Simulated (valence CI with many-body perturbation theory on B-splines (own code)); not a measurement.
**Er⁶³⁺ in brief**

Computed by relativistic CI+MBPT: three valence electrons over a frozen Dirac-Fock core [He], radial functions for each j: 11 s, 11 p, 10 d, 8 f, 5 g, 2 h, with the one-electron correlation potential Σ1 (screened to all orders), the two-electron term Σ2, the three-electron term Σ3, Breit, model QED; selected single and double excitations, second order for the rest, scaled by the run's own slope (own B-spline code, finite nucleus).

No measured spectrum was set against this ion. As an estimate, large intervals hold to a few tenths of a per cent, small ones and those within an open d or f shell to about a per cent.

Levels are named by their leading jj configuration (3d3/2^4 stands for four electrons in 3d with j = 3/2), which in mixed levels can hold well under half, so a name can repeat and another be missing.

Rates and lifetimes use the calculated energies. Strong lines usually hold to 10 to 20 %, long lifetimes can be off by a factor of two.

(1) What is the ground level?

(2) How well does LS coupling describe the low levels?

(3) What is the ionisation energy?

(4) Where does the other parity begin?

(5) Among levels below 102040 × 10³ cm⁻¹, which E1 lines absorb most strongly from the ground level?

## Answers

(1) (2s^2 2p1/2) J=1/2, composition 100 % 2s2.2p 2P°, g = 0.624.

(2) Among the lowest 20 levels the leading LS term, summed over configurations, holds 76 % on average. For single configurations the figures are 76 % in LS and 99 % in jj coupling. Terms mix most in the J = 3/2 level at 12197 × 10³ cm⁻¹, where the leading one holds 49 %.

(3) 15506 eV; NIST lists 15511 ± 19 eV (theoretical).

(4) At (2s 2p1/2^2) J=1/2, 1895.3 × 10³ cm⁻¹.

(5) to (2s^2 3d3/2) J=3/2 at 0.1353 nm, f = 0.563; to (2s 2p1/2 3p1/2) J=3/2 at 0.1380 nm, f = 0.206; to (2s 2p1/2 3p3/2) J=3/2 at 0.1334 nm, f = 0.157.
